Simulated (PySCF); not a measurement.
Gas-phase reaction: TiCl4 + 4 Br2 ⇌ TiBr4 + 4 BrCl. Level: PBE0/def2-QZVP†; standard pressure 1 bar.

Energies from PySCF, thermal terms from the rigid-rotor harmonic-oscillator model, ideal gas at 1 bar. † marks an energy on the PBE0/def2-TZVP geometry and frequencies. All species are closed-shell singlets. Br: all electrons, no relativistic terms. The harmonic model lacks anharmonicity and excited electronic states, which grow with temperature; levels with a mode under 35 cm⁻¹ are left out. Soft modes under 120 cm⁻¹ make the harmonic entropy rough for TiCl4, TiBr4.

```
T (K)  1000/T (1/K)  log10 K
-----  ------------  -------
800          1.2500    -8.73
1000         1.0000    -6.72
1200         0.8333    -5.39
1400         0.7143    -4.43
1600         0.6250        ?
1800         0.5556    -3.15
```

**Question.** Fit log10 K = a + b·(1000/T) to the five rows, get the mean ΔH° and ΔS°, and predict log10 K at 1600 K.

**Answer.** Means: 1000/T = 0.8706, log10 K = -5.684. Sums of products about the means: Sxy = -2.29489, Sxx = 0.285735, so b = Sxy/Sxx = -8.03 and a = -5.684 − (-8.03)×0.8706 = 1.31.
ΔH° = −R ln 10 × 1000 K × b = −19.145 × (-8.03) = 154 kJ; ΔS° = R ln 10 × a = 25 J/K. The run's own values go from 154 kJ and 25 J/K at 800 K to 154 kJ and 25 J/K at 1800 K.
Prediction at 1600 K: 1.31 + (-8.03)×0.6250 = -3.71. The computed value is -3.71, 0.00 from the line.
For scale, ΔH°(298 K) is 154 kJ at this level, 158 kJ at ωB97M-V/def2-TZVP†, and runs from 105 to 182 kJ over the 18 levels computed.
